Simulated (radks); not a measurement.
Initial-state core-level shifts of neutral thallium when its valence configuration changes from [Hg] 6p1. Calculated with a radial shooting solver on a logarithmic mesh with Libxc functionals: Dirac Kohn-Sham, BLYP, spin-unpolarised, spherical densities, finite nucleus; open shells fill j = l - 1/2 first; Fermi nuclear charge, rms radius 5.4759 fm. Shifts are changes of the shell-averaged eigenvalues in eV (positive: less bound); the change of the density at the nucleus, which sets a Mossbauer isomer shift, is in e/bohr^3, on a base of 2.524e+06.

valence                             2s       2p       4s       5s  density at nucleus
[Xe] 4f13.5 5d10 6s2 6p1.5      -9.867   -9.769   -9.620   -4.648              +140.7
[Xe] 4f13.5 5d10 6s1 6p2.5     -11.602  -11.504  -11.372   -6.395               -57.7
[Xe] 4f14 5d10 6p3              -3.436   -3.434   -3.471   -3.468              -387.7
[Xe] 4f14 5d8 6s2 6p3          -11.160  -11.141  -10.937  -10.342              +165.1
[Xe] 4f14 5d10 6s1 6p2          -1.455   -1.453   -1.472   -1.470              -181.3
[Xe] 4f13.5 5d9.5 6s1.5 6p2.5  -13.541  -13.439  -13.249   -8.128               +78.9
[Xe] 4f13 5d10 6s2 6p2         -19.961  -19.764  -19.397   -9.335              +286.0
[Xe] 4f13.5 5d8.5 6s1.5 6p3.5  -19.529  -19.416  -19.094  -13.614              +148.5
[Xe] 4f13.5 5d9 6s2 6p2.5      -15.539  -15.432  -15.175   -9.894              +225.4
